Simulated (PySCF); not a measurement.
**Correlation energy of Sb⁻ (antimony, charge -1)**

[Kr] 4d10 5s2 5p4, high-spin 3P determinant. Calculation: PySCF 2.14, in x2c-QZVPPall with one added diffuse shell each of s, p, d, f type (14s10p8d5f1g, 128 functions); scalar relativity by spin-free X2C-1e. Frozen: [Kr] 4d10; 6 electrons correlated.

MP2 pair energies summed by pair of shells (mhartree):

```csv
pair,energy,share (%)
5s-5p,-42.41,46.5
5p-5p,-39.80,43.6
5s-5s,-9.01,9.9
```

Total MP2 correlation energy: -91.22 mhartree.

Same-spin part -20.31 and opposite-spin part -70.91 mhartree; SCS-MP2 scales them by 1/3 and 6/5 to -91.86 mhartree.
